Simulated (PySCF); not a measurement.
## Assignment exercise: C₇H₅FO₂

Geometry:
```csv
atom,x (Å),y (Å),z (Å)
O1,3.201,1.210,0.288
C2,2.567,0.269,-0.059
F3,3.236,-0.823,-0.553
C4,1.125,0.072,-0.046
C5,0.523,-1.101,-0.510
C6,-0.845,-1.238,-0.477
C7,-1.642,-0.204,0.019
O8,-2.977,-0.383,0.033
C9,-1.044,0.969,0.483
C10,0.325,1.105,0.451
H11,1.137,-1.900,-0.895
H12,-1.326,-2.136,-0.830
H13,-3.422,0.393,0.399
H14,-1.663,1.769,0.868
H15,0.800,2.006,0.807
```

[PySCF: geometry: GFN2-xTB; GIAO PBE0/pcSseg-1 shieldings; non-relativistic; one conformer; one averaged value for each set of equivalent atoms; no solvent model]

Referencing at the same level of theory: ¹³C (σ = 186.93 ppm) and ¹H (σ = 31.72 ppm) vs TMS.

Problem. Assign these signals to the numbered atoms. ¹³C{¹H} NMR (computed): δ 169.2 (C), 165.2 (C), 142.1 (CH), 121.3 (C), 119.3 (CH).

Solution. 
```tsv
δ (ppm)	atoms	environment	reason
169.2	C7	aromatic carbon bearing oxygen	an ipso carbon deshielded by its heteroatom
165.2	C2	carbonyl carbon	–
142.1	C5/C10	aromatic CH	–
121.3	C4	substituted aromatic carbon	–
119.3	C6/C9	aromatic CH	it is ortho or para to a lone-pair donor and shielded by resonance
```

Problem. Assign these signals to the numbered atoms. ¹H NMR (300 MHz, computed): δ 8.43 (m, 2H), 7.05 (d, 2H), 4.94 (br s, 1H).

Solution. 
| δ (ppm) | atoms | environment | reason |
| --- | --- | --- | --- |
| 8.43 | H11/H15 | hydrogen on an aromatic CH | ring current plus the deshielding of an ortho carbonyl group |
| 7.05 | H12/H14 | hydrogen on an aromatic CH | – |
| 4.94 | H13 | hydrogen on a phenol-type oxygen | exchangeable; this is the value without hydrogen bonding to other molecules |

OH/NH shifts are gas-phase values; hydrogen bonding in solution moves them, usually downfield. Splittings by ¹⁹F in the carbon and heteronuclear signals aren't shown, as no couplings were computed. Shifts are as computed. Against solution values, carbons near 30 ppm lie about +3 ppm off and those near 130 ppm about +5 ppm. Of 1211 compounds with measured shifts, 218 miss one by over three times the rms of a fit or turn the order of signals round; such compounds aren't used in these exercises. No couplings were computed; multiplicities are counted from neighbouring protons, with m where these are inequivalent, close in shift, in a saturated or five-membered ring or joined by F or P, and br s for small geminal =CH2 splittings.
